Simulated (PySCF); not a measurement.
Isomers of C6H9FS.

All values: PBE0/pcSseg-1 (PySCF) at GFN2-xTB geometries, gas phase, one conformer each.

Task: Rank by the lowest IAO charge on any atom, lowest value first.
A. `[CH2:1]=[CH:2][C@H:3]([F:4])[CH2:5][C:6]([CH3:7])=[S:8]` with C1–C2–C3–F4 5°, C2–C3–C5–C6 53°, C3–C5–C6–C7 84°
B. `[CH3:1][S:2][C@H:3]([CH3:4])[C:5]#[C:6][CH2:7][F:8]` with C1–S2–C3–C4 65°
C. `[F:1][CH2:2][C@H:3]1[CH2:4][CH2:5][C:6](=[S:7])[CH2:8]1` with F1–C2–C3–C4 -59°, C2–C3–C4–C5 160°, C3–C4–C5–C6 -30°, C4–C5–C6–S7 -170°, C5–C6–C8–C3 13°
D. `[CH3:1][CH2:2][C@H:3]1[CH:4]=[C:5]([F:6])[S:7][CH2:8]1` with C1–C2–C3–C4 64°, C2–C3–C4–C5 101°, C4–C5–S7–C8 11°, C5–S7–C8–C3 -21°, C2–C3–C8–S7 -95°

Result: B (-0.507 e), A (-0.437 e), D (-0.419 e), C (-0.330 e).

All values together:

```csv
SMILES,μ (D),HOMO (eV),LUMO (eV),lowest IAO charge (e),highest IAO charge (e),lowest Hirshfeld charge (e),highest Hirshfeld charge (e)
CS[C@@H]1C[C@@]12C[C@@H]2F,2.55,-6.41,0.87,-0.503 (C),+0.167 (H),-0.122 (C),+0.055 (H)
FC[C@H]1CCC(=S)C1,3.48,-6.23,-1.94,-0.330 (F),+0.175 (H),-0.147 (S),+0.058 (C)
C=C[C@H](F)CC(C)=S,1.87,-6.32,-1.98,-0.437 (C),+0.184 (C),-0.124 (C),+0.076 (C)
CC[C@H]1C=C(F)SC1,2.71,-6.15,0.26,-0.419 (C),+0.176 (C),-0.117 (C),+0.060 (C)
CS[C@H](C)C#CCF,0.56,-6.49,0.25,-0.507 (C),+0.181 (H),-0.125 (F),+0.060 (H)
C=C(F)CC(=C)SC,1.54,-6.32,-0.12,-0.507 (C),+0.306 (C),-0.138 (C),+0.091 (C)
```

Conformers: `[CH3:1][S:2][C@@H:3]1[CH2:4][C@@:5]12[CH2:6][C@@H:7]2[F:8]` with C1–S2–C3–C4 -82°; `[F:1][CH2:2][C@H:3]1[CH2:4][CH2:5][C:6](=[S:7])[CH2:8]1` with F1–C2–C3–C4 -59°, C2–C3–C4–C5 160°, C3–C4–C5–C6 -30°, C4–C5–C6–S7 -170°, C5–C6–C8–C3 13°; `[CH2:1]=[CH:2][C@H:3]([F:4])[CH2:5][C:6]([CH3:7])=[S:8]` with C1–C2–C3–F4 5°, C2–C3–C5–C6 53°, C3–C5–C6–C7 84°; `[CH3:1][CH2:2][C@H:3]1[CH:4]=[C:5]([F:6])[S:7][CH2:8]1` with C1–C2–C3–C4 64°, C2–C3–C4–C5 101°, C4–C5–S7–C8 11°, C5–S7–C8–C3 -21°, C2–C3–C8–S7 -95°; `[CH3:1][S:2][C@H:3]([CH3:4])[C:5]#[C:6][CH2:7][F:8]` with C1–S2–C3–C4 65°; `[CH2:1]=[C:2]([F:3])[CH2:4][C:5](=[CH2:6])[S:7][CH3:8]` with C1–C2–C4–C5 -98°, C2–C4–C5–C6 -91°, C4–C5–S7–C8 -173°.
